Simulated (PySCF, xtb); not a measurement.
H2I2O2Si, SMILES O[Si](O)(I)I. The values are those of a single conformer.

Harmonic wavenumbers (cm⁻¹) from GFN2-xTB in xtb 6.7.1 at its own minimum, in rising order: 71, 149, 164, 182, 202, 212, 259, 369, 480, 742, 767, 886, 987, 3664, 3668.

Problem. What does PySCF with PBE0-D3(BJ)/def2-SVP give at its own minimum? (Estimate from the structure and the level; the computed values follow.)

Solution. 78, 134, 175, 207, 213, 227, 246, 384, 441, 775, 823, 878, 981, 3899, 3902. Paired by order, the mean absolute difference is 48 cm⁻¹ and the zero-point energies are 18.3 and 19.1 kcal/mol.
